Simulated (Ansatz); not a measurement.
Ansatz (a program for electronic structure) job for B(CCH)2(H) (C4H3B), SMILES C#CBC#C, PBE0/def2-SVPD. Geometry optimised at B3LYP-D3(BJ)/def2-SVP.

Ansatz 0.2 input:
```yaml
crystal:
  periodic: [false, false, false]
  atoms:
    - {symbol: B, position_ang: [0.00000000, -0.00000000, -0.84770803]}
    - {symbol: C, position_ang: [-0.00000000, 1.32265513, -0.10850542]}
    - {symbol: C, position_ang: [0.00000000, 2.39736906, 0.46952668]}
    - {symbol: H, position_ang: [-0.00000000, 3.34301904, 0.98054333]}
    - {symbol: C, position_ang: [0.00000000, -1.32265513, -0.10850542]}
    - {symbol: C, position_ang: [-0.00000000, -2.39736906, 0.46952667]}
    - {symbol: H, position_ang: [0.00000000, -3.34301905, 0.98054332]}
    - {symbol: H, position_ang: [-0.00000000, 0.00000001, -2.05480155]}
basis:
  gaussian:
    orbitals: def2-SVPD
hamiltonian:
  xc: {name: PBE0}
```

Output:

```
WARN ansatz: RAYON_NUM_THREADS=1 ignored (pool sized by the plan → 1); use --threads N
Functional definition: PBE0
integrals: 0.04 GiB planned
1027 factors; their error is unknown
mean field: 0.42 GiB planned
mean field evaluation 1: about -4854.6055 eV, gradient 4.2e1 eV
mean field evaluation 2: about -4854.2757 eV, gradient 4.3e1 eV
mean field evaluation 4: about -4859.4824 eV, gradient 3.7e0 eV
mean field evaluation 8: about -4859.5148 eV, gradient 2.2e-2 eV
mean field evaluation 16: about -4859.5148 eV, gradient 1.1e-5 eV
mean field -4859.51478614 eV, -178.5838744930 hartree, gradient 1.1e-5 eV, S^2 0.000000; 0 other end points of the search recorded, 0 dependent functions left out
reference -4859.51481887 eV, -178.5838756959 hartree; 16, 16 occupied and 108, 108 virtual orbitals, 1027 factors
Total energy: -4859.51481887 eV, -178.5838756959 hartree
```

The calculation finished and met its thresholds.
